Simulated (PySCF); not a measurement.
CHO₂, doublet (typed; the unrestricted solution is spin-contaminated), geometry from GFN2-xTB, with bond 1-2 at 2.2 times its length; PySCF with PBE/cc-pVDZ.

The PySCF input:
```python
from pyscf import gto, scf, dft

mol = gto.Mole()
mol.atom = '''
    O     1.796951   -1.812604   -0.362297
    C     0.272153    0.258955    0.168123
    O    -0.979298    0.513219   -0.000943
    H    -1.520474   -0.198179   -0.417378
'''
mol.basis = 'cc-pvdz'
mol.charge = 0
mol.spin = 1
mol.verbose = 4
mol.build()

mf = dft.UKS(mol)
mf.xc = 'pbe'
mf.kernel()
mo_i, mo_e, stable_i, stable_e = mf.stability(internal=True, external=False, return_status=True, nroots=6, tol=1e-6)
print('internally stable:', stable_i, ' externally stable:', stable_e)
if not stable_i:
    umf = mf.copy()
    umf.scf_summary = {}
    umf.kernel(umf.make_rdm1(mo_i, mf.mo_occ))
mf.analyze()
```

The log (banner, timings and long lists left out):

```
PySCF version 2.14.0

[INPUT] verbose = 4
[INPUT] num. atoms = 4
[INPUT] num. electrons = 23
[INPUT] charge = 0
[INPUT] spin (= nelec alpha-beta = 2S) = 1
[INPUT] symmetry False subgroup None
[INPUT] Mole.unit = angstrom
[INPUT] Symbol           X                Y                Z      unit          X                Y                Z       unit  Magmom
[...]
nuclear repulsion = 45.771448870608
number of shells = 18
number of NR pGTOs = 85
number of NR cGTOs = 47
basis = cc-pvdz
ecp = {}

******** <class 'pyscf.dft.uks.UKS'> ********
method = UKS
initial guess = minao
damping factor = 0
level_shift factor = 0
DIIS = <class 'pyscf.scf.diis.CDIIS'>
diis_start_cycle = 1
diis_space = 8
diis_damp = 0
SCF conv_tol = 1e-09
SCF conv_tol_grad = None
SCF max_cycles = 50
direct_scf = True
direct_scf_tol = 1e-13
number electrons alpha = 12  beta = 11
XC library pyscf.dft.libxc version 7.1.2
    S. Lehtola, C. Steigemann, M. J. T. Oliveira, and M. A. L. Marques,  SoftwareX 7, 1–5 (2018)
XC functionals = pbe
    J. P. Perdew, K. Burke, and M. Ernzerhof,  Phys. Rev. Lett. 77, 3865 (1996)
    J. P. Perdew, K. Burke, and M. Ernzerhof,  Phys. Rev. Lett. 78, 1396 (1997)
    J. P. Perdew, K. Burke, and M. Ernzerhof,  Phys. Rev. Lett. 77, 3865 (1996)
    J. P. Perdew, K. Burke, and M. Ernzerhof,  Phys. Rev. Lett. 78, 1396 (1997)
radial grids:
    Treutler-Ahlrichs [JCP 102, 346 (1995); DOI:10.1063/1.469408] (M4) radial grids

becke partition: Becke, JCP 88, 2547 (1988); DOI:10.1063/1.454033
pruning grids: <function nwchem_prune>
grids dens level: 3
symmetrized grids: False
atomic radii adjust function: <function treutler_atomic_radii_adjust>
small_rho_cutoff = 0
Set gradient conv threshold to 3.16228e-05
tot grids = 52096
init E= -188.733987399248

cycle= 1 E= -187.942689650489  delta_E= 0.791  |g|= 1.02  |ddm|= 1.34
cycle= 2 E= -175.554322493011  delta_E= 12.4  |g|= 2.51  |ddm|= 3.94
cycle= 3 E= -188.104346895493  delta_E= -12.6  |g|= 1.05  |ddm|=  3.9
cycle= 4 E= -184.699627844882  delta_E=  3.4  |g|= 1.87  |ddm|= 2.18
cycle= 5 E= -188.528924339703  delta_E= -3.83  |g|= 0.457  |ddm|= 1.92
cycle= 6 E= -188.634037814269  delta_E= -0.105  |g|= 0.225  |ddm|= 0.633
cycle= 7 E= -188.335618292552  delta_E= 0.298  |g|= 0.713  |ddm|= 0.687
cycle= 8 E= -188.367168671321  delta_E= -0.0316  |g|= 0.691  |ddm|= 0.0649
cycle= 9 E= -188.366734881785  delta_E= 0.000434  |g|= 0.699  |ddm|= 0.0448
cycle= 10 E= -188.523250022813  delta_E= -0.157  |g|= 0.488  |ddm|= 0.216
cycle= 11 E= -188.321187471442  delta_E= 0.202  |g|= 0.741  |ddm|= 0.271
cycle= 12 E= -188.48060491277  delta_E= -0.159  |g|= 0.552  |ddm|= 0.198
cycle= 13 E= -188.462383999707  delta_E= 0.0182  |g|= 0.576  |ddm|= 0.0412
cycle= 14 E= -188.607147559644  delta_E= -0.145  |g|= 0.316  |ddm|= 0.338
cycle= 15 E= -188.671655015989  delta_E= -0.0645  |g|= 0.025  |ddm|= 0.37
cycle= 16 E= -188.671645301088  delta_E= 9.71e-06  |g|= 0.0267  |ddm|= 0.0671
cycle= 17 E= -188.672027923978  delta_E= -0.000383  |g|= 0.0159  |ddm|= 0.0576
cycle= 18 E= -188.672200098662  delta_E= -0.000172  |g|= 0.00309  |ddm|= 0.0162
cycle= 19 E= -188.672208091757  delta_E= -7.99e-06  |g|= 0.000593  |ddm|= 0.00568
cycle= 20 E= -188.672208369465  delta_E= -2.78e-07  |g|= 0.00021  |ddm|= 0.00128
cycle= 21 E= -188.672208388915  delta_E= -1.94e-08  |g|= 0.000163  |ddm|= 0.000526
cycle= 22 E= -188.672208408065  delta_E= -1.91e-08  |g|= 5.24e-05  |ddm|= 0.000313
cycle= 23 E= -188.672208409904  delta_E= -1.84e-09  |g|= 2.17e-05  |ddm|= 0.000105
cycle= 24 E= -188.672208410276  delta_E= -3.72e-10  |g|= 1.03e-06  |ddm|= 3.18e-05
Extra cycle  E= -188.672208410265  delta_E= 1.15e-11  |g|= 4.43e-06  |ddm|= 8.43e-06
converged SCF energy = -188.672208410265  <S^2> = 1.3222392  2S+1 = 2.5077793
uhf_internal: lowest eigs of H = [0.00422405 0.0369296  0.07259794 0.07783293 0.09846549 0.169945  ]
<class 'pyscf.dft.uks.UKS'> wavefunction is stable in the internal stability analysis
internally stable: True  externally stable: None
**** SCF Summaries ****
Total Energy =                        -188.672208410264602
Nuclear Repulsion Energy =              45.771448870608019
One-electron Energy =                 -348.813737704215384
Two-electron Energy =                  114.370080423342742
Two-electron Coulomb Energy =          136.856523398962366
DFT Exchange-Correlation Energy =      -22.486442975619621
**** MO energy ****
                             alpha | beta                alpha | beta
[...]
To work with the spin densities directly, `use mulliken_meta_spin()` only printing them here.

 ** Mulliken spin pop alpha/beta on meta-lowdin orthogonal AOs **
 ** Mulliken Spin Density (per AO)  **
spin_pop of  0 O 1s       -0.00001
spin_pop of  0 O 2s       -0.00019
spin_pop of  0 O 3s       -0.00018
spin_pop of  0 O 2px       0.77330
spin_pop of  0 O 2py       0.72279
spin_pop of  0 O 2pz       0.21229
spin_pop of  0 O 3px      -0.00015
spin_pop of  0 O 3py      -0.00001
spin_pop of  0 O 3pz      -0.00046
spin_pop of  0 O 3dxy     -0.00000
spin_pop of  0 O 3dyz      0.00008
spin_pop of  0 O 3dz^2     0.00009
spin_pop of  0 O 3dxz      0.00003
spin_pop of  0 O 3dx2-y2    0.00000
spin_pop of  1 C 1s        0.00001
spin_pop of  1 C 2s        0.00026
spin_pop of  1 C 3s       -0.00035
spin_pop of  1 C 2px      -0.00189
spin_pop of  1 C 2py      -0.50331
spin_pop of  1 C 2pz      -0.13771
spin_pop of  1 C 3px      -0.00036
spin_pop of  1 C 3py      -0.00156
spin_pop of  1 C 3pz      -0.00102
spin_pop of  1 C 3dxy     -0.00032
spin_pop of  1 C 3dyz      0.00005
spin_pop of  1 C 3dz^2     0.00017
spin_pop of  1 C 3dxz     -0.00015
spin_pop of  1 C 3dx2-y2   -0.00055
spin_pop of  2 O 1s       -0.00000
spin_pop of  2 O 2s       -0.01243
spin_pop of  2 O 3s       -0.00068
spin_pop of  2 O 2px       0.00646
spin_pop of  2 O 2py      -0.01384
spin_pop of  2 O 2pz       0.00589
spin_pop of  2 O 3px      -0.00030
spin_pop of  2 O 3py      -0.00018
spin_pop of  2 O 3pz      -0.00010
spin_pop of  2 O 3dxy     -0.00024
spin_pop of  2 O 3dyz      0.00000
spin_pop of  2 O 3dz^2     0.00002
spin_pop of  2 O 3dxz     -0.00010
spin_pop of  2 O 3dx2-y2    0.00005
spin_pop of  3 H 1s       -0.04529
spin_pop of  3 H 2s       -0.00012
spin_pop of  3 H 2px       0.00002
spin_pop of  3 H 2py       0.00001
spin_pop of  3 H 2pz      -0.00001
 ** Mulliken Spin Density (per atom)  **
spin density of  0 O =      1.70758
spin density of  1 C =     -0.64673
spin density of  2 O =     -0.01545
spin density of  3 H =     -0.04539
 ** Mulliken pop alpha/beta on meta-lowdin orthogonal AOs **
 ** Mulliken pop       alpha | beta **
In total            12.00000 | 11.00000
 ** Mulliken atomic charges   ( Nelec_alpha | Nelec_beta ) **
charge of  0O =     -0.21290  (     4.96024      3.25266 )
charge of  1C =      0.07731  (     2.63798      3.28471 )
charge of  2O =     -0.21224  (     4.09839      4.11385 )
charge of  3H =      0.34782  (     0.30339      0.34878 )
Dipole moment(X, Y, Z, Debye): -4.33023,  0.95758, -0.55246
```
